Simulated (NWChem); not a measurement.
System: CdGeH4; SMILES [GeH3][CdH]

NWChem input:

```
start job
memory heap 200 mb stack 900 mb global 1100 mb
geometry units angstroms
  Cd    -0.635709    -0.155478    -0.764509
  H     -0.824661    -0.168129    -2.428862
  Ge     0.931771     0.227092     1.150366
  H      2.106753    -0.737430     1.223205
  H      1.752373     1.496393     0.932128
  H      0.712616     0.382879     2.631449
end
basis spherical
  * library def2-svp
end
ecp
  Cd library def2-ecp
end
dft
  xc pbe0
  iterations 150
end
driver
  maxiter 120
end
task dft optimize
dft
  grid fine
  convergence energy 1d-8 density 1d-7
end
task dft freq numerical
```

Output (shortened):

```
             Northwest Computational Chemistry Package (NWChem) 7.3.0
             --------------------------------------------------------

 C1  symmetry detected

                             Geometry "geometry" -> ""
                             -------------------------

 Output coordinates in angstroms (scale by  1.889725989 to convert to a.u.)

  No.       Tag          Charge          X              Y              Z
 ---- ---------------- ---------- -------------- -------------- --------------
    1 Cd                  48.0000    -0.02316460     1.05288437     0.00009812
    2 H                    1.0000     0.89970064     2.45081313    -0.00688326
    3 Ge                  32.0000    -0.00979333    -1.45109663    -0.00002441
    4 H                    1.0000     0.59245065    -2.09169103    -1.24225301
    5 H                    1.0000     1.01676069    -1.98639259     0.99585990
    6 H                    1.0000    -1.08362472    -2.47608692     0.24934766

 Effective nuclear repulsion energy (a.u.)     400.3053828588

                                Z-matrix (autoz)
                                --------

 Units are Angstrom for bonds and degrees for angles

      Type          Name      I     J     K     L     M      Value
      ----------- --------  ----- ----- ----- ----- ----- ----------
    1 Stretch                  1     2                       1.67509
    2 Stretch                  1     3                       2.50402
    3 Stretch                  3     4                       1.52190
    4 Stretch                  3     5                       1.52713
    5 Stretch                  3     6                       1.50529
    6 Bend                     1     3     4               115.02815
    7 Bend                     1     3     5               110.73681
    8 Bend                     1     3     6               132.61722
    9 Bend                     2     1     3               146.26184
   10 Bend                     4     3     5                96.81945
   11 Bend                     4     3     6                97.52166
   12 Bend                     5     3     6                97.63264
   13 Torsion                  2     1     3     4         -63.82895
   14 Torsion                  2     1     3     5          44.64636
   15 Torsion                  2     1     3     6         167.42164

                           NWChem Geometry Optimization
                           ----------------------------

 maximum gradient threshold         (gmax) =   0.000450
 rms gradient threshold             (grms) =   0.000300
 maximum cartesian step threshold   (xmax) =   0.001800
 rms cartesian step threshold       (xrms) =   0.001200
 fixed trust radius                (trust) =   0.300000
 source of zmatrix                         =   autoz

          -------------------
          Energy Minimization
          -------------------

 Using diagonal initial Hessian
 Scaling for Hessian diagonals: bonds = 1.00  angles = 0.25  torsions = 0.10

          --------
          Step   0

                                 NWChem DFT Module
                                 -----------------

 Summary of "ao basis" -> "ao basis" (spherical)
 ------------------------------------------------------------------------------
       Tag                 Description            Shells   Functions and Types
 ---------------- ------------------------------  ------  ---------------------
 Cd                         def2-svp                11       31   5s3p2d1f
 H                          def2-svp                 3        5   2s1p
 Ge                         def2-svp                12       32   5s4p3d

            General Information
            -------------------
          SCF calculation type: DFT
          Wavefunction type:  closed shell.
          No. of atoms     :     6
          No. of electrons :    56
           Alpha electrons :    28
            Beta electrons :    28
          Charge           :     0
          Spin multiplicity:     1
          Use of symmetry is: off; symmetry adaption is: off
          Maximum number of iterations: 150
          AO basis - number of functions:    83
                     number of shells:    35
          Convergence on energy requested:  1.00D-06
          Convergence on density requested:  1.00D-05
          Convergence on gradient requested:  5.00D-04

              XC Information
              --------------
                         PBE0 Method XC Functional
                     Hartree-Fock (Exact) Exchange  0.250
          PerdewBurkeErnzerhof Exchange Functional  0.750
            Perdew 1991 LDA Correlation Functional  1.000 local
           PerdewBurkeErnz. Correlation Functional  1.000 non-local

             Grid Information
             ----------------
          Grid used for XC integration:  medium
          Radial quadrature: Mura-Knowles
          Angular quadrature: Lebedev.
          Tag              B.-S. Rad. Rad. Pts. Rad. Cut. Ang. Pts.
          ---              ---------- --------- --------- ---------
          Cd                  1.55      123          11.0       590
          H                   0.35       45          13.0       434
          Ge                  1.25      112          11.0       590
          Grid pruning is: on
          Number of quadrature shells:   415
          Spatial weights used:  Erf1

      Superposition of Atomic Density Guess
      -------------------------------------

 Sum of atomic energies:       -2269.01429242

      Non-variational initial energy
      ------------------------------

 Total energy =   -2244.414653
 1-e energy   =   -3571.577668
 2-e energy   =    1137.785070
 HOMO         =      -0.259180
 LUMO         =       0.003828

   convergence    iter        energy       DeltaE   RMS-Dens  Diis-err
 ---------------- ----- ----------------- --------- --------- ---------
 d= 0,ls=0.0,diis     1  -2246.5354110170 -2.44D+03  9.33D-03  1.61D-01
 d= 0,ls=0.0,diis     2  -2246.5579337158 -2.25D-02  2.33D-03  4.18D-02
 d= 0,ls=0.0,diis     3  -2246.5620579186 -4.12D-03  7.86D-04  6.39D-03
 d= 0,ls=0.0,diis     4  -2246.5626270929 -5.69D-04  1.96D-04  3.25D-04
 d= 0,ls=0.0,diis     5  -2246.5626632450 -3.62D-05  4.11D-05  1.49D-05
  Resetting Diis
 d= 0,ls=0.0,diis     6  -2246.5626647333 -1.49D-06  9.05D-06  8.89D-07
 d= 0,ls=0.0,diis     7  -2246.5626647972 -6.39D-08  3.41D-06  5.20D-08

         Total DFT energy =    -2246.562664797157
      One electron energy =    -3571.973497731307
           Coulomb energy =     1231.717803215616
    Exchange-Corr. energy =      -95.684915867097
 Nuclear repulsion energy =      189.377945585632

 Numeric. integr. density =       56.000008519430

                       DFT Final Molecular Orbital Analysis
                       ------------------------------------

 Vector   26  Occ=2.000000D+00  E=-3.249005D-01
              MO Center=  1.4D-01, -1.8D+00, -4.3D-01, r^2= 2.6D+00
   Bfn.  Coefficient  Atom+Function         Bfn.  Coefficient  Atom+Function
  ----- ------------  ---------------      ----- ------------  ---------------
    69      0.368172  4 H  s                 50     -0.287108  3 Ge pz
    79     -0.217124  6 H  s                 70      0.213694  4 H  s
    53     -0.191589  3 Ge pz                47      0.173662  3 Ge pz
    48      0.151454  3 Ge px                80     -0.126206  6 H  s
    74     -0.117814  5 H  s                  4     -0.102696  1 Cd s

 Vector   27  Occ=2.000000D+00  E=-3.235583D-01
              MO Center=  2.0D-01, -1.6D+00,  4.0D-01, r^2= 3.3D+00
   Bfn.  Coefficient  Atom+Function         Bfn.  Coefficient  Atom+Function
  ----- ------------  ---------------      ----- ------------  ---------------
    74      0.351608  5 H  s                 48      0.269678  3 Ge px
    79     -0.243653  6 H  s                 75      0.204993  5 H  s
     4     -0.184999  1 Cd s                 51      0.181749  3 Ge px
    45     -0.163434  3 Ge px                50      0.160381  3 Ge pz
    80     -0.143273  6 H  s                  2      0.110477  1 Cd s

 Vector   28  Occ=2.000000D+00  E=-2.693291D-01
              MO Center=  1.7D-01,  2.4D-01, -8.1D-04, r^2= 4.8D+00
   Bfn.  Coefficient  Atom+Function         Bfn.  Coefficient  Atom+Function
  ----- ------------  ---------------      ----- ------------  ---------------
    49     -0.296228  3 Ge py                32      0.285407  2 H  s
    52     -0.261451  3 Ge py                33      0.238939  2 H  s
    10      0.208936  1 Cd py                 7     -0.203110  1 Cd py
    40     -0.189914  3 Ge s                 46      0.173116  3 Ge py
    41     -0.131968  3 Ge s                 39      0.111819  3 Ge s

[...]

      ----------------------
      Optimization converged
      ----------------------

  Step       Energy      Delta E   Gmax     Grms     Xrms     Xmax
  ---- ---------------- -------- -------- -------- -------- --------
@   20   -2246.57958043  7.3D-07  0.00002  0.00001  0.00065  0.00174
                                     ok       ok       ok       ok

                                Z-matrix (autoz)
                                --------

 Units are Angstrom for bonds and degrees for angles

      Type          Name      I     J     K     L     M      Value     Gradient
      ----------- --------  ----- ----- ----- ----- ----- ---------- ----------
    1 Stretch                  1     2                       1.69376   -0.00000
    2 Stretch                  1     3                       2.54996    0.00001
    3 Stretch                  3     4                       1.54598   -0.00000
    4 Stretch                  3     5                       1.54599   -0.00001
    5 Stretch                  3     6                       1.54600   -0.00001
    6 Bend                     1     3     4               112.43868    0.00001
    7 Bend                     1     3     5               112.42737    0.00000
    8 Bend                     1     3     6               112.40093   -0.00001
    9 Bend                     2     1     3               179.95954   -0.00002
   10 Bend                     4     3     5               106.36693   -0.00000
   11 Bend                     4     3     6               106.36905    0.00000
   12 Bend                     5     3     6               106.36091   -0.00000
   13 Torsion                  2     1     3     4         109.61697   -0.00000
   14 Torsion                  2     1     3     5        -130.36605    0.00000
   15 Torsion                  2     1     3     6         -10.38385   -0.00000

                         Geometry "geometry" -> "geometry"
                         ---------------------------------

 Output coordinates in angstroms (scale by  1.889725989 to convert to a.u.)

  No.       Tag          Charge          X              Y              Z
 ---- ---------------- ---------- -------------- -------------- --------------
    1 Cd                  48.0000     0.35090756     0.95812970    -0.00359963
    2 H                    1.0000     0.46696357     2.64790293    -0.00643515
    3 Ge                  32.0000     0.17438818    -1.58570707     0.00068526
    4 H                    1.0000     0.60002093    -2.20902787    -1.34852639
    5 H                    1.0000     1.06663209    -2.23703165     1.08223964
    6 H                    1.0000    -1.26658300    -2.07583572     0.27178127

 Effective nuclear repulsion energy (a.u.)     393.6497727661

                Final and change from initial internal coordinates
                --------------------------------------------------

                                Z-matrix (autoz)
                                --------

 Units are Angstrom for bonds and degrees for angles

      Type          Name      I     J     K     L     M      Value       Change
      ----------- --------  ----- ----- ----- ----- ----- ---------- ----------
    1 Stretch                  1     2                       1.69376    0.01866
    2 Stretch                  1     3                       2.54996    0.04594
    3 Stretch                  3     4                       1.54598    0.02408
    4 Stretch                  3     5                       1.54599    0.01885
    5 Stretch                  3     6                       1.54600    0.04071
    6 Bend                     1     3     4               112.43868   -2.58947
    7 Bend                     1     3     5               112.42737    1.69057
    8 Bend                     1     3     6               112.40093  -20.21629
    9 Bend                     2     1     3               179.95954   33.69770
   10 Bend                     4     3     5               106.36693    9.54748
   11 Bend                     4     3     6               106.36905    8.84739
   12 Bend                     5     3     6               106.36091    8.72827
   13 Torsion                  2     1     3     4         109.61697  173.44592
   14 Torsion                  2     1     3     5        -130.36605 -175.01241
   15 Torsion                  2     1     3     6         -10.38385 -177.80549

[...]

 Rotational Constants
 --------------------
 A=   2.729998 cm-1  (  3.927770 K)
 B=   0.053410 cm-1  (  0.076843 K)
 C=   0.053410 cm-1  (  0.076843 K)

 Temperature                      =   298.15K
 frequency scaling parameter      =   1.0000

 Zero-Point correction to Energy  =   17.914 kcal/mol  (  0.028548 au)
 Thermal correction to Energy     =   20.939 kcal/mol  (  0.033368 au)
 Thermal correction to Enthalpy   =   21.531 kcal/mol  (  0.034312 au)

 Total Entropy                    =   72.941 cal/mol-K
   - Translational                =   41.642 cal/mol-K (mol. weight = 191.8568)
   - Rotational                   =   24.830 cal/mol-K (symmetry #  =        1)
   - Vibrational                  =    6.469 cal/mol-K

 Cv (constant volume heat capacity) =   15.379 cal/mol-K
   - Translational                  =    2.979 cal/mol-K
   - Rotational                     =    2.979 cal/mol-K
   - Vibrational                    =    9.420 cal/mol-K

[normal modes left out]

 ----------------------------------------------------------------------------
 Normal Eigenvalue ||           Projected Infra Red Intensities
  Mode   [cm**-1]  || [atomic units] [(debye/angs)**2] [(KM/mol)] [arbitrary]
 ------ ---------- || -------------- ----------------- ---------- -----------
    1       -0.000 ||    0.000017           0.000         0.017       0.003
    2       -0.000 ||    0.000012           0.000         0.012       0.002
    3        0.000 ||    0.000012           0.000         0.012       0.002
    4        0.000 ||    0.000000           0.000         0.000       0.000
    5        0.000 ||    0.000017           0.000         0.017       0.003
    6        0.000 ||    0.000000           0.000         0.000       0.000
    7      214.975 ||    0.001268           0.029         1.236       0.186
    8      339.025 ||    0.048979           1.130        47.747       7.170
    9      340.181 ||    0.049319           1.138        48.078       7.220
   10      459.358 ||    0.021583           0.498        21.040       3.160
   11      459.470 ||    0.021377           0.493        20.840       3.130
   12      791.838 ||    0.275870           6.365       268.932      40.387
   13      892.814 ||    0.037189           0.858        36.253       5.444
   14      893.117 ||    0.037242           0.859        36.305       5.452
   15     1782.147 ||    0.380171           8.771       370.610      55.656
   16     2117.573 ||    0.094409           2.178        92.034      13.821
   17     2123.255 ||    0.131038           3.023       127.743      19.184
   18     2123.373 ||    0.131024           3.023       127.729      19.182
 ----------------------------------------------------------------------------
```

Level: PBE0/def2-SVP with def2 effective core potentials on Cd. def2 effective core potentials on Cd; no spin-orbit coupling. The printed entropy takes a lower symmetry number than the molecule has.
